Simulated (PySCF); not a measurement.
Compound: C5H7FSe2.
SMILES with atom numbers: `[CH3:1][C:2]#[C:3][C@@H:4]([F:5])[Se:6][Se:7][CH3:8]` (hydrogens: H9, H10, H11 on C1; H12 on C4; H13, H14, H15 on C8)

Geometry (PBE0-D3(BJ)/def2-SVP, Å), atoms numbered from 1 in this order:
```
atom  x, y, z in Å
C1     3.9246   -0.0445   -0.0600
C2     2.4967    0.1238    0.1326
C3     1.3035    0.2743    0.2884
C4    -0.1255    0.4165    0.4801
F5    -0.6901    1.2274   -0.4693
Se6   -0.9254   -1.3909    0.4018
Se7   -3.0736   -0.8254    1.0509
C8    -3.7616   -0.1721   -0.6517
H9     4.3018    0.6716   -0.8065
H10    4.1607   -1.0595   -0.4152
H11    4.4736    0.1247    0.8792
H12   -0.3750    0.8264    1.4712
H13   -4.7925    0.1622   -0.4625
H14   -3.7629   -0.9795   -1.3943
H15   -3.1475    0.6696   -0.9913
```

Theory: TDDFT B3LYP/def2-SVPD, vertical, gas phase, core orbitals frozen in the response in PySCF 2.14.0, density-fitted response routines. The B3LYP/def2-SVPD calculation is non-relativistic and has no spin–orbit coupling, an omission that weighs most on selenium.

Frontier orbitals with the atoms that hold most of them (Löwdin shares over 4%, at most four atoms; ? is withheld):

```
orbital  ε (eV)                            atoms
 HOMO-3   -7.93    C3 37%, C2 33%, C1 7%, Se7 5%
 HOMO-2   -7.60    C2 32%, C3 32%, Se6 7%, C1 7%
 HOMO-1   -6.73                                ?
   HOMO   -6.34   Se7 58%, Se6 18%, C8 8%, C4 5%
   LUMO       ?                                ?
 LUMO+1   -0.55  Se6 43%, C4 18%, Se7 10%, C3 9%
 LUMO+2   -0.14  Se7 20%, C2 16%, C3 14%, C4 11%
```

(1) Which atoms hold the HOMO-1, and with what shares?

(2) Which atoms hold the LUMO, and with what shares?

(3) What is the LUMO energy, and the HOMO–LUMO gap?

Results:

(1) Se6 (bonded to C and Se) 60%; Se7 (bonded to C and Se) 19%; C4 (bonded to C, F, Se and H) 6%; C8 (bonded to Se and 3 H) 6%. By element: selenium 80%, carbon 12% or more.

(2) Se7 (bonded to C and Se) 42%; Se6 (bonded to C and Se) 38%; C8 (bonded to Se and 3 H) 4%. By element: selenium 80%, carbon 4% or more.

(3) ε(LUMO) = -1.54 eV; the gap is 4.80 eV (0.1762 hartree).

Task: The HOMO–LUMO gap is 4.80 eV. Where does the response calculation put the lowest singlet, and from which orbitals?

Result: S1 is at 3.75 eV (f = 0.0044), 1.05 eV below the gap, made of HOMO→LUMO (98%). Without the coupling terms of the response equations the lowest excitation would equal the gap.

Task: One configuration dominates each of S1, S2, S3 and S5. Which, and how do the shares of the two leading atoms of either orbital change from the occupied to the empty one?

Result: 
- S1 (3.75 eV, f 0.0044), HOMO→LUMO (98%): Se7 58% → 42%, Se6 18% → 38%
- S2 (4.11 eV, f 0.0028), HOMO-1→LUMO (98%): Se6 60% → 38%, Se7 19% → 42%
- S3 (4.93 eV, f 0.020), HOMO→LUMO+1 (80%): Se7 58% → 10%, Se6 18% → 43%, C4 5% → 18%
- S5 (5.28 eV, f 0.036), HOMO-2→LUMO (83%): C2 32% → at most 4%, C3 32% → at most 4%, Se7 at most 7% → 42%, Se6 7% → 38%

Löwdin shares depend on the basis, the more so with diffuse functions.

One conformer stands for the species.
